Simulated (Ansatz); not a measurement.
Spectroscopic constants of LiSi+, multiplicity 3 (lowest of 2S+1 = 1, 3, 5 at CCSD(T)/def2-TZVPP on PBE0 minima; our sources give no spin for the ground state, which may be another).

The constants come from a fifth-degree fit in 1/R (seven points, main isotopes). Runs in def2 and cc sets follow the lowest solution found near the PBE0 minimum.

Cores are frozen in the correlated methods. CBS(a, b) extrapolates the correlation energy as X⁻³ and adds the Hartree–Fock energy of set b.

Codes used: Ansatz (Gaussian basis) for Hartree–Fock, density functionals and correlated methods. Values without a source in brackets are computed.

Task: What bond length and harmonic frequency does PBE/def2-TZVPP give?

Result: r_e = 2.770 Å, ω_e = 257 cm⁻¹.

Task: What bond length and harmonic frequency does wB97M-V/def2-TZVPP give?

Result: r_e = 2.803 Å, ω_e = 242 cm⁻¹.

Task: What bond length and harmonic frequency does CCSD(T)/CBS(aug-cc-pV(T+d)Z, aug-cc-pV(Q+d)Z) give?

Result: r_e = 2.787 Å, ω_e = 265 cm⁻¹.

Ansatz is an electronic-structure program.
